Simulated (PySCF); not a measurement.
CH₉FN₂Si₂, SMILES CN[Si@@H](F)N[SiH3].

The structure is a stationary point at B3LYP-D3(BJ)/def2-SVP. The structure was generated by enumeration; whether it is a known compound was not checked. The values are those of a single conformer.

Level of theory: B3LYP-D3(BJ)/def2-SVP (PySCF).

Frequencies are harmonic and unscaled.

Computed harmonic wavenumbers and intensities:
```tsv
mode	ν (cm⁻¹)	IR (km/mol)	moving atoms (share of kinetic energy)
1	54	0.4	Si 30 %, H 24 %, N 17 %, C 17 %, F 12 %
2	70	0.1	H 93 %
3	91	0.1	N 39 %, H 29 %, C 15 %, F 12 %
4	137	0.9	H 91 %
5	159	3.4	N 32 %, H 21 %, C 20 %, Si 14 %, F 13 %
6	181	2.0	Si 29 %, H 26 %, N 25 %, F 17 %
7	267	7.8	F 35 %, N 32 %, H 17 %, Si 13 %
8	347	5.7	Si 49 %, N 24 %, H 17 %, F 10 %
9	362	14.4	H 24 %, N 23 %, C 23 %, F 20 %, Si 10 %
10	449	93.2	H 84 %, N 13 %
11	494	68.6	H 77 %, N 15 %
12	610	2.0	H 52 %, Si 31 %, N 14 %
13	727	82.6	H 80 %, N 11 %, Si 8 %
14	754	71.5	H 50 %, N 26 %, Si 18 %
15	804	59.6	N 40 %, Si 27 %, H 27 %
16	839	59.3	H 56 %, F 29 %, Si 12 %
17	886	284.7	H 51 %, Si 25 %, F 13 %, N 10 %
18	913	130.6	H 63 %, Si 21 %, F 12 %
19	940	81.6	H 94 %
20	947	326.7	H 43 %, N 32 %, Si 24 %
21	967	85.3	H 91 %
22	1009	79.3	H 87 %
23	1098	16.0	H 82 %, C 11 %
24	1144	0.6	H 77 %, C 18 %
25	1159	117.8	N 43 %, C 34 %, H 21 %
26	1204	272.1	H 62 %, N 33 %
27	1403	66.8	H 64 %, N 25 %, C 10 %
28	1452	7.2	H 86 %, C 14 %
29	1472	2.9	H 96 %
30	1501	4.6	H 95 %
31	2203	158.5	H 96 %
32	2214	130.7	H 98 %
33	2244	18.6	H 97 %
34	2262	194.7	H 97 %
35	2985	90.3	H 96 %
36	3045	42.8	H 91 %, C 9 %
37	3107	19.1	H 91 %, C 9 %
38	3555	30.2	H 93 %
39	3595	25.4	H 93 %
```
